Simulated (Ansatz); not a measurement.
Predict a relaxed structure of In(PH3)F3 (InPH₃F₃), charge 0, singlet, at r2SCAN-D4/def2-SVP (Ansatz).


```
atom    x (Å)    y (Å)    z (Å)
  F1   1.4597  -0.4788  -2.1439
  F2  -1.3488   1.3387  -1.8311
  F3  -1.3851  -1.9419  -1.1185
 In4  -0.3593  -0.3052  -1.4403
  P5   0.2907   0.2471   1.1598
  H6   1.1288   1.3597   1.4159
  H7   0.9788  -0.7474   1.8968
  H8  -0.7648   0.5279   2.0613
```
 This is one stationary point.

In the def2 sets In takes a core potential; there is no spin–orbit coupling.
